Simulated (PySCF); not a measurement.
Gas-phase reaction: Zn(OH)2 → ZnH2 + O2

Method: PySCF energies plus ideal-gas RRHO corrections (1 bar). † marks an energy on the PBE0/def2-TZVP geometry and frequencies; other levels use their own. MP2 and CCSD(T) freeze the core. 6-31G* has spherical d functions here. Open shells (unrestricted): O2 (multiplicity 3); the rest are closed-shell singlets. B3LYP is the form with VWN-RPA correlation. Zn: all electrons, no relativistic terms. No R ln 2 is added for the mirror-image form of Zn(OH)2. Zn(OH)2, ZnH2: computed as isolated molecules; such fragments, hydroxides, amides, oligomers or adducts are transient or little studied in the gas. MP2 isn't extrapolated to the basis-set limit; its ΔH°(298 K) is 486.7 kJ in def2-SVP and 558.8 kJ in def2-TZVPP. CCSD(T) isn't extrapolated to the basis-set limit; its ΔH°(298 K) is 458.1 kJ in def2-SVP and 521.9 kJ in def2-TZVPP. The harmonic model lacks anharmonicity and excited electronic states, which grow with temperature; levels with a mode under 35 cm⁻¹ are left out.

| level | ΔE electronic, kJ | ΔH°(298 K), kJ | ΔS°(298 K), J/K | ΔG°(2500 K), kJ |
|---|---|---|---|---|
| B3LYP/6-31G* | 529 | 503 | 123 | 205 |
| CCSD(T)/def2-TZVPP† | 546 | 522 | 120 | 236 |
| HF/6-31G* | 469 | 442 | 120 | 154 |
| M06-2X/def2-TZVP† | 556 | 531 | 120 | 245 |
| MP2/def2-SVP† | 511 | 487 | 120 | 201 |
| PBE/def2-SVP | 461 | 438 | 119 | 153 |
| r2SCAN/def2-TZVP† | 508 | 483 | 120 | 197 |
| LDA/def2-TZVP† | 561 | 537 | 120 | 251 |
| ωB97X-V/def2-TZVP† | 513 | 488 | 120 | 202 |
ΔH° is lowest at PBE/def2-SVP and highest at LDA/def2-TZVP†. No reference value is set beside these.
